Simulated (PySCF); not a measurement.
Molecule: SMILES C1=CCCC=CCC1, singlet. Atoms near the plane z = 1.5 Å, at the GFN2-xTB optimised geometry (x, y, z in Å): C3 (-0.8, 1.5, 0.0), C4 (0.8, 1.5, 0.0), C5 (1.3, 0.5, 1.0), C6 (1.3, -0.8, 0.8), H11 (-1.1, 1.0, 0.9), H12 (-1.1, 2.5, 0.0), H13 (1.1, 2.5, 0.3), H15 (1.7, 0.9, 1.9), H16 (1.7, -1.4, 1.6), H19 (-1.1, -1.3, 0.6).

Computed with B3LYP/def2-SVP run with PySCF. The values are rescaled to run from 0 to 1.

```
|666666666666666666666666666|
|666666666666666666666666666|
|666666666666666666666666666|
|666666666666666666666666666|
|666666666666666666666666666|
|666666666666666666666666666|
|666666666666666666666666666|
|666666666666666666666666666|
|666666666666666666677666666|
|666666666555665556777766666|
|666666665555554346887776666|
|666666666555543127998776666|
|666666666555542006998776666|
|666666666655432016998777666|
|666666666655442126898776666|
|666666666655542126898776666|
|666666666555543236888776666|
|666666666655554446887776666|
|666666666666655556777766666|
|666666666666666666676666666|
|666666666666666666666666666|
|666666666666666666666666666|
|666666666666666666666666666|
|666666666666666666666666666|
|666666666666666666666666666|
|666666666666666666666666666|
|666666666666666666666666666|
```
Scale: ten equal steps from 0.000 (start of '0') to 1.00 (end of '9'), in the order '0123456789'; x runs from -5.00 to 5.00, y from -5.00 (bottom) to 5.00 (top).

Q: Which quantity is mapped?
A) Laplacian of the electron density
B) an orbital amplitude
C) log10 of the electron density
D) electron localisation function

A: B, an orbital amplitude. In full: HOMO amplitude (bohr^(-3/2)).
